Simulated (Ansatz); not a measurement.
Geometry optimisation, UKS PBE0/def2-SVP (Ansatz 0.2.0).

Input:

```yaml
crystal:
  periodic: [false, false, false]
  atoms:
    - { symbol: Ga, position_ang: [0.0, 0.0, -0.352877] }
    - { symbol: Cl, position_ang: [0.0, 0.0, 3.071267] }
    - { symbol: H, position_ang: [1.417629, 0.0, -1.050963] }
    - { symbol: H, position_ang: [-1.417629, 0.0, -1.050963] }
    - { symbol: Cl, position_ang: [0.0, 0.0, 5.133535] }
magnetization:
  spin_polarized: true
  initial_magnetization: 1
basis:
  gaussian: { orbitals: def2-SVP }
hamiltonian:
  xc: pbe0
relax:
  f_tol: 0.03
  max_steps: 50
output:
  orbitals: {}
```

Command:

```bash
$ ansatz run input.yaml --threads 2 --pin off --max-ram 3072MiB --backend cpu --events-out ev --progress --plain --runs-dir out
```

Where does it end, and by what steps?

The run converged. After 7 steps the energy has fallen by 2.181 eV; Cl2 moved furthest, 0.95 Å. Parted: Cl2–Cl5 (2.06 → 2.91 Å). Joined: Ga1–Cl2 (3.42 → 2.17 Å).

```tsv
step	energy less start (eV)	largest force component (eV/Å)	accepted
0	0.0000	1.164	yes
1	-0.2435	1.735	yes
2	-0.6558	2.935	yes
3	-1.3131	3.612	yes
4	-1.9570	1.500	yes
5	-2.1705	0.380	yes
6	-2.1805	0.093	yes
7	-2.1808	0.009	yes
```

```xyz
5
Properties=species:S:1:pos:R:3
Ga 0.000 0.000 -0.046
Cl 0.000 0.000 2.125
H 1.421 0.000 -0.681
H -1.421 0.000 -0.681
Cl 0.000 0.000 5.034
```

Run time: 26 s on 2 threads of Arm Neoverse V1, on a shared host, peak memory 0.26 GiB.
